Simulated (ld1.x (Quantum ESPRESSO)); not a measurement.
# Pseudopotential generation for Rh: TM, PW91, scalar-relativistic.

ld1.x (Quantum ESPRESSO) 7.5 was run on this input:

```
&input
   title='Rh', zed=45., rel=1, dft='PW91', iswitch=3,
   config='[Kr] 4d7 4f-2 5s2 5p0',
   nld=4, rlderiv=1.90, eminld=-8.0, emaxld=5.0, deld=0.04
 /
 &inputp
   pseudotype=2, tm=.true., lloc=-1, rcloc=1.65,
   nlcc=.true.,
   file_pseudopw='Rh.UPF', file_wfcaegen='ae.wfc', file_wfcncgen='nc.wfc', file_beta='beta', file_chi='chi'
 /
4
4S  1  0   2.00   0.00  1.75  1.75  0.0
4P  2  1   6.00   0.00  1.55  1.55  0.0
4D  3  2   7.00   0.00  1.50  1.50  0.0
4F  4  3  -2.00  -0.05  1.40  1.40  0.0
 &test
   configts(1)='4s2 4p6 4d7 5s2 5p0'
 /
```

Command:

```bash
ld1.x < Rh.in > Rh.out
```

Resulting log (shortened: banner, matrices, multipoles, cross overlaps and the repeated all-electron block are left out):

```
Program LD1 v.7.5
     --------------------------- All-electron run ----------------------------

     Rh
     scalar relativistic calculation

     atomic number is 45.00
     dft =PW91   lsd =0 sic =0 latt =0  beta=0.20 tr2=1.0E-14
     Exchange-correlation= PW91
                           (   1   4   2   2   0   0   0)
     mesh =1233 r(mesh) =  98.82371 a.u. xmin = -7.00 dx = 0.01250
     1 Ry =  13.60569312 eV, c = 137.03599908

     n l     nl                  e(Ry)          e(Ha)          e(eV)
     1 0     1S 1( 2.00)     -1693.8340      -846.9170    -23045.7853
     2 0     2S 1( 2.00)      -245.8225      -122.9113     -3344.5860
     2 1     2P 1( 6.00)      -220.3560      -110.1780     -2998.0955
     3 0     3S 1( 2.00)       -44.1581       -22.0791      -600.8018
     3 1     3P 1( 6.00)       -35.7860       -17.8930      -486.8933
     4 0     4S 1( 2.00)        -6.3330        -3.1665       -86.1647
     4 1     4P 1( 6.00)        -3.9637        -1.9818       -53.9284
     3 2     3D 1(10.00)       -22.3942       -11.1971      -304.6890
     4 2     4D 1( 7.00)        -0.6417        -0.3208        -8.7302
     5 0     5S 1( 2.00)        -0.3955        -0.1977        -5.3805
     5 1     5P 1( 0.00)        -0.1008        -0.0504        -1.3710

     final scf error:  7.2E-15 reached in  32 iterations

     Etot =   -9569.614597 Ry,   -4784.807298 Ha, -130201.239506 eV

     Ekin =    9910.882657 Ry,    4955.441329 Ha,  134844.428015 eV
     Encl =  -23086.041004 Ry,  -11543.020502 Ha, -314101.589320 eV
     Eh   =    3883.737273 Ry,    1941.868637 Ha,   52840.937511 eV
     Exc  =    -278.193524 Ry,    -139.096762 Ha,   -3785.015712 eV

     normalization and overlap integrals

     s(1S/1S) =  1.000000  <r> =   0.0326  <r2> =    0.0014  r(max) =   0.0211
     s(2S/2S) =  1.000000  <r> =   0.1419  <r2> =    0.0237  r(max) =   0.1201
     s(2P/2P) =  1.000000  <r> =   0.1237  <r2> =    0.0187  r(max) =   0.0959
     s(3S/3S) =  1.000000  <r> =   0.3907  <r2> =    0.1747  r(max) =   0.3520
     s(3P/3P) =  1.000000  <r> =   0.3905  <r2> =    0.1772  r(max) =   0.3433
     s(4S/4S) =  1.000000  <r> =   0.9768  <r2> =    1.0813  r(max) =   0.8766
     s(4P/4P) =  1.000000  <r> =   1.0750  <r2> =    1.3247  r(max) =   0.9449
     s(3D/3D) =  1.000000  <r> =   0.3704  <r2> =    0.1639  r(max) =   0.2918
     s(4D/4D) =  1.000000  <r> =   1.5102  <r2> =    2.7985  r(max) =   1.1256
     s(5S/5S) =  1.000000  <r> =   3.1066  <r2> =   11.1509  r(max) =   2.5366
     s(5P/5P) =  1.000000  <r> =   4.6651  <r2> =   25.8725  r(max) =   3.5108

     ------------------------ End of All-electron run ------------------------

     --------------------- Generating NC pseudopotential ---------------------

      Generating local potential from pseudized AE potential:
      Matching radius rcloc =   1.6500

      Local pseudo, rcloc= 1.638 Estimated cut-off energy=     9.41 Ry

      Computing core charge for nlcc:

       r > 0.64 : true rho core
       r < 0.64 : rho core = a sin(br)/r    a=  36.23  b=   4.21

      Integrated core pseudo-charge :   8.97

      Wfc   4S  rcut= 1.765  Using Troullier-Martins method

      Wfc   4P  rcut= 1.558  Using Troullier-Martins method

      Wfc   4D  rcut= 1.482  Using Troullier-Martins method

      Wfc   4F  rcut= 1.410  Using Troullier-Martins method

     ------------------- End of pseudopotential generation -------------------

     Computing logarithmic derivative in   1.89100
     Computing logarithmic derivative in   1.89100
     Computing the partial wave expansion
     R is outside the sphere for l=    0 j= 0.00
     R is outside the sphere for l=    1 j= 0.00
     R is outside the sphere for l=    2 j= 0.00
     R is outside the sphere for l=    3 j= 0.00

     ---------------------- Testing the pseudopotential ----------------------

     Rh
     scalar relativistic calculation

     atomic number is 45.00   valence charge is 17.00
     dft =PW91   lsd =0 sic =0 latt =0  beta=0.20 tr2=1.0E-14
     mesh =1233 r(mesh) =  98.82371 xmin = -7.00 dx = 0.01250

     n l     nl             e AE (Ry)        e PS (Ry)    De AE-PS (Ry)
     1 0     4S   1( 2.00)       -6.33299       -6.33298       -0.00000
     2 1     4P   1( 6.00)       -3.96366       -3.96367        0.00001
     3 2     4D   1( 7.00)       -0.64166       -0.64166        0.00000
     2 0     5S   1( 2.00)       -0.39546       -0.39598        0.00052
     3 1     5P   1( 0.00)       -0.10076       -0.12033        0.01956  !

     eps = 1.3E-15  iter = 17

     Etot =   -9569.614597 Ry,   -4784.807298 Ha, -130201.239506 eV
     Etotps =  -242.783099 Ry,    -121.391549 Ha,   -3303.232339 eV

     Ekin =      75.422274 Ry,      37.711137 Ha,    1026.172311 eV
     Encl =    -455.116439 Ry,    -227.558220 Ha,   -6192.174607 eV
     Ehrt =     186.536405 Ry,      93.268202 Ha,    2537.957078 eV
     Ecxc =     -45.944843 Ry,     -22.972422 Ha,    -625.111440 eV
     (Ecc =     -19.989839 Ry,      -9.994920 Ha,    -271.975620 eV)
     Epseu=      -3.680495 Ry,      -1.840247 Ha,     -50.075682 eV

     ---------------------- End of pseudopotential test ----------------------
```

ld1.x takes every shell without a wave as core, so the model core holds the 5s electrons as well and exchange and correlation see them twice. This cancels in the reference configuration, but the file is broken for other ones, and its errors say nothing about a proper core correction.

Generation and configuration tests took about 2 s on one core of a shared server CPU.

Transferability test of the new file with ld1.x, input:

```
&input
   title='Rh', zed=45., rel=1, dft='PW91', iswitch=2,
   config='[Kr] 4d7 4f-2 5s2 5p0'
 /
 &test
   file_pseudo='Rh.UPF', nconf=8,
   configts(1)='4s2 4p6 4d7 5s2 5p0',
   configts(2)='4s2 4p6 4d8 5s1 5p0',
   configts(3)='4s2 4p6 4d8 5s0 5p0',
   configts(4)='4s2 4p6 4d7 5s0 5p0',
   configts(5)='4s2 4p6 4d8 5s0.5 5p0',
   configts(6)='4s1 4p6 4d8 5s1 5p0',
   configts(7)='4s2 4p6 4d7 5s1 5p1',
   configts(8)='4s2 4p5 4d8 5s1 5p0'
 /
```

```bash
ld1.x < Rh.test.in > Rh.test.out
```

Pseudopotential blocks of its output, shortened (energy terms left out; the distinct warnings before each block abridged to one line each):

```
     ---------------------- Testing the pseudopotential ----------------------

     n l     nl             e AE (Ry)        e PS (Ry)    De AE-PS (Ry)
     1 0     4S   1( 2.00)       -6.33299       -6.33298       -0.00000
     2 1     4P   1( 6.00)       -3.96366       -3.96367        0.00001
     3 2     4D   1( 7.00)       -0.64166       -0.64166        0.00000
     2 0     5S   1( 2.00)       -0.39546       -0.39598        0.00052
     3 1     5P   1( 0.00)       -0.10076       -0.12033        0.01956  !

     eps = 7.3E-15  iter = 15

     Etot =   -9569.614597 Ry,   -4784.807298 Ha, -130201.239506 eV
     Etotps =  -242.783098 Ry,    -121.391549 Ha,   -3303.232320 eV

     ---------------------- End of pseudopotential test ----------------------

          ---------------------- Testing the pseudopotential ----------------------

     n l     nl             e AE (Ry)        e PS (Ry)    De AE-PS (Ry)
     1 0     4S   1( 2.00)       -6.06813       -6.07992        0.01179  !
     2 1     4P   1( 6.00)       -3.71023       -3.71792        0.00769  !
     3 2     4D   1( 8.00)       -0.44069       -0.44562        0.00493
     2 0     5S   1( 1.00)       -0.32019       -0.32749        0.00730  !
     3 1     5P   1( 0.00)       -0.06657       -0.08350        0.01693  !

     eps = 2.7E-15  iter = 13

     Etot =   -9569.796304 Ry,   -4784.898152 Ha, -130203.711767 eV
     Etotps =  -242.963255 Ry,    -121.481627 Ha,   -3305.683484 eV
     dEtot_ae =      -0.181708 Ry
     dEtot_ps =      -0.180157 Ry,   Delta E=      -0.001551 Ry

     ---------------------- End of pseudopotential test ----------------------

          ---------------------- Testing the pseudopotential ----------------------

     n l     nl             e AE (Ry)        e PS (Ry)    De AE-PS (Ry)
     1 0     4S   1( 2.00)       -6.63465       -6.66367        0.02902  !
     2 1     4P   1( 6.00)       -4.27927       -4.30134        0.02207  !
     3 2     4D   1( 8.00)       -1.00355       -1.02218        0.01862  !
     2 0     5S   1( 0.00)       -0.79839       -0.82650        0.02810  !
     3 1     5P   1( 0.00)       -0.46338       -0.51692        0.05354  !

     eps = 3.3E-15  iter = 12

     Etot =   -9569.243301 Ry,   -4784.621650 Ha, -130196.187771 eV
     Etotps =  -242.392347 Ry,    -121.196174 Ha,   -3297.915894 eV
     dEtot_ae =       0.371296 Ry
     dEtot_ps =       0.390750 Ry,   Delta E=      -0.019454 Ry

     ---------------------- End of pseudopotential test ----------------------

          ---------------------- Testing the pseudopotential ----------------------

     n l     nl             e AE (Ry)        e PS (Ry)    De AE-PS (Ry)
     1 0     4S   1( 2.00)       -7.61022       -7.64011        0.02988  !
     2 1     4P   1( 6.00)       -5.24235       -5.26608        0.02373  !
     3 2     4D   1( 7.00)       -1.89754       -1.91998        0.02245  !
     2 0     5S   1( 0.00)       -1.45370       -1.49388        0.04019  !
     3 1     5P   1( 0.00)       -1.02343       -1.11842        0.09499  !

     eps = 8.9E-15  iter = 18

     Etot =   -9567.803926 Ry,   -4783.901963 Ha, -130176.604072 eV
     Etotps =  -240.932009 Ry,    -120.466005 Ha,   -3278.046983 eV
     dEtot_ae =       1.810671 Ry
     dEtot_ps =       1.851088 Ry,   Delta E=      -0.040417 Ry

     ---------------------- End of pseudopotential test ----------------------

          ---------------------- Testing the pseudopotential ----------------------

     n l     nl             e AE (Ry)        e PS (Ry)    De AE-PS (Ry)
     1 0     4S   1( 2.00)       -6.33863       -6.35892        0.02029  !
     2 1     4P   1( 6.00)       -3.98205       -3.99695        0.01490  !
     3 2     4D   1( 8.00)       -0.71046       -0.72212        0.01165  !
     2 0     5S   1( 0.50)       -0.55005       -0.56789        0.01784  !
     3 1     5P   1( 0.00)       -0.25300       -0.28798        0.03498  !

     eps = 5.3E-15  iter = 18

     Etot =   -9569.579603 Ry,   -4784.789802 Ha, -130200.763398 eV
     Etotps =  -242.740269 Ry,    -121.370135 Ha,   -3302.649613 eV
     dEtot_ae =       0.034993 Ry
     dEtot_ps =       0.042828 Ry,   Delta E=      -0.007835 Ry

     ---------------------- End of pseudopotential test ----------------------

          Warning: n=1, l=0 expected 0 nodes, found 1
     ---------------------- Testing the pseudopotential ----------------------

     n l     nl             e AE (Ry)        e PS (Ry)    De AE-PS (Ry)
     1 0     4S   1( 1.00)       -7.07142       -7.12546        0.05404  !
     2 1     4P   1( 6.00)       -4.68637       -4.70769        0.02132  !
     3 2     4D   1( 8.00)       -1.31049       -1.31704        0.00655  !
     2 0     5S   1( 1.00)       -0.90608       -0.92995        0.02386  !
     3 1     5P   1( 0.00)       -0.53129       -0.59471        0.06341  !

     eps = 6.3E-15  iter = 12

     Etot =   -9563.246237 Ry,   -4781.623119 Ha, -130114.593566 eV
     Etotps =  -236.377941 Ry,    -118.188971 Ha,   -3216.085729 eV
     dEtot_ae =       6.368359 Ry
     dEtot_ps =       6.405156 Ry,   Delta E=      -0.036797 Ry

     ---------------------- End of pseudopotential test ----------------------

          ---------------------- Testing the pseudopotential ----------------------

     n l     nl             e AE (Ry)        e PS (Ry)    De AE-PS (Ry)
     1 0     4S   1( 2.00)       -6.45497       -6.42726       -0.02771  !
     2 1     4P   1( 6.00)       -4.08603       -4.05785       -0.02818  !
     3 2     4D   1( 7.00)       -0.75838       -0.73254       -0.02584  !
     2 0     5S   1( 1.00)       -0.47329       -0.45825       -0.01504  !
     3 1     5P   1( 1.00)       -0.15610       -0.16677        0.01067  !

     eps = 8.4E-15  iter = 16

     Etot =   -9569.308204 Ry,   -4784.654102 Ha, -130197.070821 eV
     Etotps =  -242.499195 Ry,    -121.249597 Ha,   -3299.369625 eV
     dEtot_ae =       0.306393 Ry
     dEtot_ps =       0.283903 Ry,   Delta E=       0.022490 Ry

     ---------------------- End of pseudopotential test ----------------------

          ---------------------- Testing the pseudopotential ----------------------

     n l     nl             e AE (Ry)        e PS (Ry)    De AE-PS (Ry)
     1 0     4S   1( 2.00)       -7.04194       -7.06692        0.02499  !
     2 1     4P   1( 5.00)       -4.66171       -4.67451        0.01279  !
     3 2     4D   1( 8.00)       -1.29745       -1.30573        0.00828  !
     2 0     5S   1( 1.00)       -0.90701       -0.92751        0.02050  !
     3 1     5P   1( 0.00)       -0.53218       -0.59211        0.05993  !

     eps = 8.3E-15  iter = 13

     Etot =   -9565.628870 Ry,   -4782.814435 Ha, -130147.010932 eV
     Etotps =  -238.782981 Ry,    -119.391490 Ha,   -3248.807958 eV
     dEtot_ae =       3.985727 Ry
     dEtot_ps =       4.000117 Ry,   Delta E=      -0.014390 Ry

     ---------------------- End of pseudopotential test ----------------------
```
